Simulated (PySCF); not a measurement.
Correlation energy of Br⁺ (bromine, charge +1)

Starting occupation: [Ar] 3d10 4s2 4p3 4d1, 4p3/2 with m_j = -1/2, +1/2, +3/2, 4d5/2 with m_j = +5/2. Computed with PySCF 2.14 in x2c-SVPall-2c with one added diffuse shell each of s, p, d type (6s7p4d, 47 functions), with X2C-1e with screened-nucleus spin-orbit coupling, Gaussian nucleus. Frozen: [Ne]; 24 electrons correlated.

MP2 pair energies summed by pair of shells (mhartree):

```
 pair   energy  share (%)
3d-3d  -102.10       34.9
3d-3p   -75.36       25.8
4p-4s   -36.71       12.6
3p-3p   -22.85        7.8
4p-4p   -11.93        4.1
3d-4p   -11.61        4.0
4s-4s    -6.74        2.3
3d-3s    -6.04        2.1
3d-4s    -4.31        1.5
3p-4p    -3.33        1.1
3p-3s    -2.68        0.9
4d-4p    -2.56        0.9
4d-4s    -1.94        0.7
3p-4s    -1.37        0.5
3d-4d    -1.09        0.4
3s-3s    -0.62        0.2
3s-4p    -0.36        0.1
3s-4s    -0.36        0.1
3p-4d    -0.26        0.1
3s-4d    -0.02        0.0
```

Total MP2 correlation energy: -292.24 mhartree.

The GHF reference relaxed away from the jj start to a determinant that is no pure jj level (⟨S²⟩ = 5.97, ⟨J²⟩ = 20.00); the energies belong to that determinant.

This basis was not built for core-valence correlation, so the inner-shell part is incomplete.
